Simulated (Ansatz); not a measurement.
Reaction (atomization): `N#CCC(=N)I` → 3 C• + 3 H• + I• + 2 N•

Gas-phase electronic energies from Ansatz, PBE0-D4/def2-TZVP geometries. CCSD(T)/CBS is the MP2 limit (def2-TZVPP, def2-QZVPP) plus CCSD(T) − MP2 in def2-TZVPP, frozen cores. This one scheme is used for every species, atoms too. For atomizations the MP2-based limit and the directly extrapolated one differ by several kJ/mol either way, and by 10 to 25 for some Ge, Se and Sn compounds, so smaller differences from it don't rank the levels. DFT in def2-TZVPP. HSE06 is defined as in plane-wave codes. No spin–orbit coupling; open shells (•) take unrestricted orbitals. Spin–orbit coupling would lower the free atoms: a little for C; strongly for I. Elements past krypton have def2 core potentials. Bonds to I are less sure, by a few kJ/mol each and by 10 to 20 or more in all where they break to atoms, as the def2 sets lack core-valence functions. One conformer a species, not always the lowest.

(1) What is ΔE at CCSD(T)/CBS? (An estimate is asked.)

(2) What do these levels give: BLYP-D4, revPBE, r2SCAN0, HSE06, MP2/def2-QZVPP, SCS-MP2/def2-QZVPP? (An estimate is asked.)

Largest T1 diagnostic among the species: 0.013.

Results:

(1) The calculation gave: +3731.8 kJ/mol.

(2) The calculation gave: BLYP-D4 3811.9, revPBE 3742.3, r2SCAN0 3619.0, HSE06 3770.1, MP2/def2-QZVPP 3819.6, SCS-MP2/def2-QZVPP 3787.9 kJ/mol.

From PBE to PBE0 (25 % exact exchange), in def2-TZVPP and without D4, ΔE moves by −148.3 kJ/mol: exact exchange takes away binding that semilocal exchange gives to molecules. Leaving LDA and LC-ωPBE aside and taking each functional with its dispersion term where it has one, the values, not all of them listed here, spread over 385.2 kJ/mol, from BHLYP-D4 to PBE-D4. LDA lies +509.4 kJ/mol from PBE without D4, its usual overbinding.
